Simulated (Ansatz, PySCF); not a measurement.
System: C₅H₅S, charge 0, multiplicity 2. It need not be the lowest isomer of its formula. 
Coordinates optimised at B3LYP-D3(BJ)/def2-TZVP (Ansatz, a program for electronic structure):
```xyz
11

C     -2.2165    -0.0766    -0.0563
C     -0.7340    -0.1561     0.1039
C     -0.0080    -0.9780     0.9158
C      1.4148    -0.7946     0.8261
C      1.6864     0.1765    -0.0680
S      0.3307     0.8889    -0.8137
H     -2.6028     0.9110     0.2053
H     -2.6909    -0.8069     0.6005
H     -2.5286    -0.2935    -1.0803
H     -0.4683    -1.7059     1.5711
H      2.1428    -1.3548     1.3931
```
Charge 0, spin multiplicity 2.

Dipole moments at this geometry, in debye (magnitudes).

| level | program | dipole (D) |
|---|---|---|
| HF/def2-TZVPD | PySCF | 1.65 |
| PBE/def2-TZVPD | Ansatz | 1.66 |
| BLYP/def2-TZVPD | Ansatz | 1.62 |
| B97M-V/def2-TZVPD | Ansatz | 1.60 |
| B3LYP/def2-TZVPD | Ansatz | 1.60 |
| r2SCANh/def2-TZVPD | Ansatz | 1.61 |
| M06-2X/def2-TZVPD | PySCF | 1.55 |
| CAM-B3LYP/def2-TZVPD | Ansatz | ? |
| LC-wPBE/def2-TZVPD | Ansatz | ? |

Problem. What belongs in the gaps?

Solution. 
- CAM-B3LYP/def2-TZVPD, dipole (D): 1.60
- LC-wPBE/def2-TZVPD, dipole (D): 1.61
